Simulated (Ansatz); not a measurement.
## Molecular dynamics of CO₂

Input file:

```yaml
accuracy: low
crystal:
  lattice:
    - [7.803549, 0.0, 0.0]
    - [0.0, 7.803549, 0.0]
    - [0.0, 0.0, 7.803549]
  atoms:
    - { symbol: C, position: [0.81174465, 0.30060754, 0.47712403] }
    - { symbol: O, position: [0.73472583, 0.37104623, 0.584942] }
    - { symbol: O, position: [0.88792182, 0.22979278, 0.36890934] }
    - { symbol: C, position: [0.7338927, 0.69746302, 0.89708146] }
    - { symbol: O, position: [0.80685964, 0.75752578, 0.7804696] }
    - { symbol: O, position: [0.66294848, 0.6383214, 1.01488407] }
    - { symbol: C, position: [0.48041696, 0.91994896, 0.33536922] }
    - { symbol: O, position: [0.53385294, 0.93133572, 0.47507961] }
    - { symbol: O, position: [0.42854994, 0.91003098, 0.19507441] }
    - { symbol: C, position: [0.09387092, 0.39388813, 0.91478947] }
    - { symbol: O, position: [0.06879997, 0.49861561, 1.02023675] }
    - { symbol: O, position: [0.11871625, 0.2891703, 0.80891206] }
    - { symbol: C, position: [0.12989005, 0.91301169, 0.95280098] }
    - { symbol: O, position: [0.03647341, 0.95814755, 1.06205906] }
    - { symbol: O, position: [0.22242311, 0.86816727, 0.84336328] }
    - { symbol: C, position: [0.37137407, 0.55238083, 0.58142334] }
    - { symbol: O, position: [0.41476198, 0.5447343, 0.72464237] }
    - { symbol: O, position: [0.32712133, 0.56011853, 0.43826646] }
    - { symbol: C, position: [0.98177257, 0.79552796, 0.4160399] }
    - { symbol: O, position: [0.87819642, 0.70175373, 0.36051287] }
    - { symbol: O, position: [1.08533673, 0.88875601, 0.47172672] }
    - { symbol: C, position: [0.62950796, 0.26535304, 0.07070616] }
    - { symbol: O, position: [0.72810005, 0.23372525, -0.03771945] }
    - { symbol: O, position: [0.53001512, 0.2941979, 0.17938988] }
basis:
  ecutwfc: 420.0
kpoints:
  mp_grid: { grid: [1, 1, 1] }
hamiltonian:
  xc: pbe
  dispersion: d3bj
scf:
  occupations: { method: fermi_dirac, width: 0.02 }
  lower_state_search: "off"
md:
  timestep: 1.5
  n_steps: 300
  ensemble: nvt_langevin
  temperature: 1500.0
  initial_velocities: maxwell_boltzmann
  seed: 465362
  friction: 0.02
```

Launched with:

```bash
$ ansatz run input.yaml --threads 1 --pin off --max-ram 3072MiB --backend cpu --events-out ev --progress --plain --runs-dir out
```

It starts from a partly relaxed structure (largest force component 0.50 eV/Å).

Output, in part (step lines):

```
md step     0: t =     0.00 fs  T =  1437.5 K  F+E_penalty+E_count = -11080.17763166 eV  E_kin = 4.459470 eV  (9 SCF iters)
md step     1: t =     1.50 fs  T =  1329.1 K  F+E_penalty+E_count = -11079.64496001 eV  E_kin = 4.123068 eV  (11 SCF iters)
md step     2: t =     3.00 fs  T =  1029.3 K  F+E_penalty+E_count = -11078.73885109 eV  E_kin = 3.193052 eV  (11 SCF iters)
md step     3: t =     4.50 fs  T =  1079.2 K  F+E_penalty+E_count = -11078.62071577 eV  E_kin = 3.347838 eV  (10 SCF iters)
md step     4: t =     6.00 fs  T =  1075.9 K  F+E_penalty+E_count = -11078.98133664 eV  E_kin = 3.337639 eV  (11 SCF iters)
md step     5: t =     7.50 fs  T =  1120.6 K  F+E_penalty+E_count = -11078.85851092 eV  E_kin = 3.476315 eV  (9 SCF iters)
md step     6: t =     9.00 fs  T =  1020.5 K  F+E_penalty+E_count = -11078.13396227 eV  E_kin = 3.165770 eV  (10 SCF iters)
md step     7: t =    10.50 fs  T =   861.0 K  F+E_penalty+E_count = -11077.59594115 eV  E_kin = 2.671168 eV  (9 SCF iters)
[... lines left out ...]
```

The steps, from the saved trajectory:

```tsv
time (fs)	T (K)	potential energy less start (eV)
0.0	1438	0.000
15.0	1280	1.737
30.0	1462	2.125
45.0	1277	2.238
60.0	790	2.770
75.0	1184	2.551
90.0	1386	2.838
105.0	1684	3.173
120.0	1387	2.751
135.0	1193	2.590
150.0	1015	2.551
165.0	1030	2.225
180.0	1488	2.256
195.0	1216	2.857
210.0	1079	3.046
225.0	1421	3.483
240.0	1721	2.630
255.0	1858	3.136
270.0	1522	3.426
285.0	1879	3.366
300.0	1940	3.473
315.0	1372	3.533
330.0	1397	2.433
345.0	1237	2.294
360.0	1201	2.320
375.0	1190	3.118
390.0	1058	3.078
405.0	1418	3.109
420.0	1400	3.059
435.0	1727	2.455
450.0	1535	2.658
```

All steps were run. A run of 0.45 ps of so small a system gives no equilibrium averages. Limits of this set-up: coarse k mesh, low accuracy level.

Mean squared displacements from the first frame to the last, about the centre of mass: C 0.97 Å², O 2.31 Å².

Last frame:

```xyz
24
Lattice="7.8035 0.0000 0.0000 0.0000 7.8035 0.0000 0.0000 0.0000 7.8035" Properties=species:S:1:pos:R:3
C 6.208 2.186 3.637
O 6.843 3.032 3.961
O 5.381 1.602 3.057
C 5.717 5.286 6.208
O 6.741 5.146 6.728
O 4.628 5.305 5.645
C 4.759 5.741 2.296
O 4.533 6.711 2.947
O 5.050 4.702 1.669
C 0.368 2.618 7.210
O 0.792 3.287 8.058
O 0.070 2.009 6.182
C 1.097 6.702 7.925
O 0.386 7.435 8.407
O 1.851 6.031 7.406
C 2.603 2.993 3.501
O 2.221 4.152 3.346
O 3.031 1.928 3.707
C 8.252 7.000 3.533
O 7.439 6.452 2.925
O 8.996 7.736 3.950
C 4.537 2.061 -0.461
O 5.064 1.291 -1.183
O 3.815 2.650 0.199
```

Run time: 9 min on 1 thread of Intel(R) Xeon(R) 6975P-C (Granite Rapids), on a shared host, peak memory 0.52 GiB.
